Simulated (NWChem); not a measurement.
System meant: MoSOClF; SMILES [O]=[Mo]([Cl])([F])=[S]

Input file for NWChem:

```
start job
memory heap 200 mb stack 900 mb global 1100 mb
geometry units angstroms noautoz
  Mo     0.242313     0.069397     0.041593
  O      0.946246     0.163483     1.537233
  S     -1.175095     1.614055    -0.068178
  F      1.502343     0.301813    -1.271460
  Cl    -0.832072    -1.901748    -0.127684
end
basis spherical
  * library def2-svp
end
ecp
  Mo library def2-ecp
end
dft
  xc b3lyp
  iterations 4
  mulliken
end
task dft energy
```

End of the output:

```
    Atom       Charge   Shell Charges
 -----------   ------   -------------------------------------------------------
    1 Mo  14    14.53   0.00  0.98  0.93  0.34  0.14  5.64  1.00  0.42  3.46  1.49  0.13
    2 O    8     8.17   1.98  0.99  0.66  2.73  1.79  0.03
    3 S   16    15.29   2.00  1.96  0.97  0.66  5.79  1.70  2.16  0.05
    4 F    9     9.15   1.98  1.03  0.75  3.24  2.15  0.01
    5 Cl  17    16.85   2.00  1.96  1.04  0.72  5.82  2.30  2.99  0.02

 center of mass
 --------------
 x =   0.04228844 y =  -0.00291290 z =  -0.00264674

 moments of inertia (a.u.)
 ------------------
        1006.603912223933          -0.000000000000           0.000000000000
          -0.000000000000         714.185410315984          -0.000000000000
           0.000000000000          -0.000000000000        1229.438592622178

     Multipole analysis of the density
     ---------------------------------

     L   x y z        total         alpha         beta         nuclear
     -   - - -        -----         -----         ----         -------
     0   0 0 0     -0.000000    -32.000000    -32.000000     64.000000

     1   1 0 0     -1.388163      5.866996      5.866996    -13.122155
     1   0 1 0      1.103080      2.887521      2.887521     -4.671962
     1   0 0 1     -0.625562      1.586301      1.586301     -3.798164

     2   2 0 0    -41.543535   -131.567512   -131.567512    221.591490
     2   1 1 0     -3.605542      1.285809      1.285809     -6.177159
     2   1 0 1      0.286496     -0.266134     -0.266134      0.818764
     2   0 2 0    -39.969186   -206.263203   -206.263203    372.557220
     2   0 1 1     -0.695116     -0.091746     -0.091746     -0.511625
     2   0 0 2    -45.697412    -82.816126    -82.816126    119.934840

 ------------------------------------------------------------------------
 dft energy failed                                                                                  0
 ------------------------------------------------------------------------
 ------------------------------------------------------------------------
  current input line :
    21: task dft energy
 ------------------------------------------------------------------------
 ------------------------------------------------------------------------
 This type of error is most commonly associated with calculations not reaching convergence criteria
 ------------------------------------------------------------------------
 For more information see the NWChem manual at https://nwchemgit.github.io

0:dft energy failed:Received an Error in Communication
```

Can this run be used? If not, why, and what is the fix?

Convergence was not reached. Cause: the SCF was allowed too few iterations. This input runs:
```
start job
memory heap 200 mb stack 900 mb global 1100 mb
geometry units angstroms noautoz
  Mo     0.242313     0.069397     0.041593
  O      0.946246     0.163483     1.537233
  S     -1.175095     1.614055    -0.068178
  F      1.502343     0.301813    -1.271460
  Cl    -0.832072    -1.901748    -0.127684
end
basis spherical
  * library def2-svp
end
ecp
  Mo library def2-ecp
end
dft
  xc b3lyp
  iterations 150
  mulliken
end
task dft energy
```
It converges to -1101.48589 Ha (B3LYP/def2-SVP with def2 effective core potentials on Mo).
